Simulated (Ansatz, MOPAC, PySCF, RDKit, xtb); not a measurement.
Complex: C2H4 (SMILES C=C) (first 6 atoms) with CH4O (SMILES CO); geometry from B3LYP-D3(BJ)/def2-TZVP, rigid monomers moved along the line of their centres of mass till C2···H12 is 3.39 Å.
(charge 0, multiplicity 1):
```xyz
12

C      0.59472    -0.26677    -0.04864
C     -0.64630     0.20187    -0.04427
H      0.81927    -1.28237    -0.35108
H      1.43606     0.34779     0.24828
H     -0.86958     1.21852     0.25620
H     -1.48795    -0.41105    -0.34312
C      0.13771     0.35032     4.71544
O     -0.32735    -0.86033     4.14444
H      1.17440     0.57052     4.43403
H      0.09607     0.23297     5.79788
H     -0.48849     1.20696     4.43895
H     -0.29530    -0.77151     3.18363
```

| level | interaction energy (kcal/mol) | cost |
|---|---|---|
| UFF | -0.61 | - |
| GFN-FF | -1.14 | - |
| AM1 | -0.11 | - |
| GFN1-xTB | -0.59 | - |
| GFN2-xTB | -0.85 | - |
| HF/3-21G (no counterpoise) | -1.56 | - |
| PBE-D3(BJ)/def2-TZVPPD | -1.63 | ×1 |
| PBE-D4/def2-TZVPPD | -1.60 | ×1 |
| BP86/6-31G* (no counterpoise) | -1.22 | - |
| r2SCAN-D3(BJ)/def2-TZVPPD | -1.48 | ×2 |
| B3LYP/6-31G* | -1.02 | - |
| B3LYP/6-31G* (no counterpoise) | -1.52 | - |
| PBE0/def2-TZVPPD | -1.14 | ×1 |
| PBE0-D3(BJ)/def2-TZVPPD | -1.60 | ×1 |
| PBE0-D4/def2-TZVPPD | -1.55 | ×1 |
| M06-2X/6-31G* (no counterpoise) | -1.69 | - |
| wB97M-V/def2-TZVPPD | -1.40 | ×4 |
| MP2/aug-cc-pVDZ | -1.37 | - |
| SCS-MP2/aug-cc-pVDZ | -1.21 | - |
| CCSD(T)/aug-cc-pVDZ | -1.31 | ×20 |

The rows run from -1.69 (M06-2X/6-31G* (no counterpoise)) to -0.11 kcal/mol (AM1). The dispersion term adds -0.46 in PBE0-D3(BJ), -0.42 in PBE0-D4.

Interaction energies are E(AB) − E(A) − E(B) at the monomers' geometry in the complex; basis-set methods are counterpoise corrected. Rows marked so take none. RDKit's UFF carries no charges.

Frozen-core correlation. Rows in 3-21G, 6-31G* carry no dispersion term and start afresh at each structure (6-31G* with six Cartesian d functions). The state reached by AM1 isn't checked.

Run with Ansatz (Gaussian basis) for Hartree–Fock, density functionals and correlated methods; MOPAC for AM1 (differences of heats of formation); PySCF for 3-21G rows, 6-31G* rows, the dispersion terms; RDKit for the force fields; xtb for the GFN methods. Each number belongs to the level named beside it.

Costs are rough ratios of core time to PBE/def2-TZVPPD (about 6 s over the structures, on one shared machine); a dash marks a level with no comparable run of its own.

Ansatz is a quantum-chemistry and plane-wave program.
